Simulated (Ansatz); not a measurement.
Reaction (ligand exchange at a Ge–C bond): `[CH3][GeH2][CH2]S` + CH₃OH → `C[O][GeH2][CH3]` + CH₃SH

Calculated with Ansatz (gas phase, PBE0-D4/def2-TZVP geometries, no zero-point term in ΔE). CCSD(T)/CBS is the MP2 limit (def2-TZVPP, def2-QZVPP) plus CCSD(T) − MP2 in def2-TZVPP, frozen cores. This one scheme is used for every species. Functionals use def2-TZVPP. B3LYP here is the variant with VWN-RPA as its local correlation; programs differ in this. For Ge outer-core shells are correlated without core-valence functions, which leaves a few kJ/mol of doubt a bond. Scalar relativity is left out up to krypton. Each species was taken in one conformer, which may not be the lowest.

```json
{"level": "PBE0-D4", "ΔE (kJ/mol)": "-39.4", "difference from CCSD(T)/CBS": "2.1"}
{"level": "PBE", "ΔE (kJ/mol)": "-42.4", "difference from CCSD(T)/CBS": "-0.9"}
{"level": "r2SCAN", "ΔE (kJ/mol)": "-48.0", "difference from CCSD(T)/CBS": "-6.5"}
{"level": "PBE0", "ΔE (kJ/mol)": "-42.2", "difference from CCSD(T)/CBS": "-0.7"}
{"level": "B3LYP", "ΔE (kJ/mol)": "-52.7", "difference from CCSD(T)/CBS": "-11.2"}
{"level": "CCSD/def2-TZVPP", "ΔE (kJ/mol)": "-45.4", "difference from CCSD(T)/CBS": "-3.9"}
{"level": "HF/def2-QZVPP", "ΔE (kJ/mol)": "-64.2", "difference from CCSD(T)/CBS": "-22.7"}
{"level": "SCS-MP2/def2-QZVPP", "ΔE (kJ/mol)": "-47.1", "difference from CCSD(T)/CBS": "-5.6"}
{"level": "HF/CBS(def2)", "ΔE (kJ/mol)": "-64.4", "difference from CCSD(T)/CBS": "-22.9"}
{"level": "CCSD/CBS(def2)", "ΔE (kJ/mol)": "-43.3", "difference from CCSD(T)/CBS": "-1.8"}
{"level": "CCSD(T)/CBS", "ΔE (kJ/mol)": "-41.5", "difference from CCSD(T)/CBS": "0"}
```

Largest T1 diagnostic among the species: 0.011.

The D4 term adds +5.0 kJ/mol with B3LYP and +2.8 kJ/mol with PBE0; it sums over pairs of atoms, weighted by their polarisabilities, and B3LYP, whose exchange is more repulsive, gets the larger term. In def2-TZVPP, CCSD(T) changes the Hartree–Fock value by +19.3 kJ/mol (the triples alone add +1.8 kJ/mol) and MP2 by +20.9 kJ/mol.
